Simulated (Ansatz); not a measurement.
`F[SiH2]C[SiH](F)F` + H₂Te → `F[SiH2][TeH]` + `C[SiH](F)F` at 700 K and 1 bar (ligand exchange at the Si–C bond).

Gas-phase electronic energies from Ansatz, PBE0-D4/def2-TZVP geometries. CCSD(T)/CBS is the MP2 limit (def2-TZVPP, def2-QZVPP) plus CCSD(T) − MP2 in def2-TZVPP, frozen cores. Elements past krypton have def2 core potentials. For Te outer-core shells are correlated without core-valence functions, which leaves a few kJ/mol of doubt a bond. Each species was taken in one conformer, which may not be the lowest.

```tsv
species	CCSD(T)/CBS energy (Eh)	H − E (kJ/mol)	S (J/(mol·K))
`F[SiH2]C[SiH](F)F`	-918.82142	253.7	526.3
H₂Te	-268.91024	57.2	261.6
`F[SiH2][TeH]`	-658.47489	123.7	393.1
`C[SiH](F)F`	-529.27654	195.3	396.3
```

H − E and S are ideal-gas, rigid-rotor, harmonic terms from PBE0-D4/def2-TZVP, for one conformer and one mirror image of each species. 1 Eh = 2625.50 kJ/mol, R = 8.31446 J/(mol·K).

**Question.** By hand: ΔE, ΔH, ΔS and ΔG.

**Answer.** ΔE = (-658.47489) + (-529.27654) − (-918.82142) − (-268.91024) = -0.01977 Eh = -51.9 kJ/mol. Δ(H − E) = 123.7 + 195.3 − 253.7 − 57.2 = 8.1, so ΔH = -43.8 kJ/mol. ΔS = 393.1 + 396.3 − 526.3 − 261.6 = 1.5 J/(mol·K). ΔG = -43.8 − 700 × (1.5)/1000 = -44.8 kJ/mol.

**Question.** By hand: the equilibrium constant, and the temperature at which ΔG would vanish if ΔH and ΔS stayed fixed.

**Answer.** log₁₀ K = −ΔG/(RT ln 10) = 3.3. ΔH and −TΔS have one sign here, so there is no such temperature. One of them is within its doubt of zero, so this could turn.

The number of gas molecules stays the same, so ΔS is small and ΔH decides. A doubt of 5 kJ/mol in ΔE shifts log₁₀ K by 0.4 here. Other conformers and mirror images would add mixing entropy, several J/(mol·K) or more a flexible species. Modes under 60 cm⁻¹, often nearly free rotors, make the harmonic entropy too high. These are equilibria of isolated gas molecules and say nothing of rates. Largest T1 diagnostic: 0.012 (customary marks: 0.02 for closed shells, 0.045 for open ones).
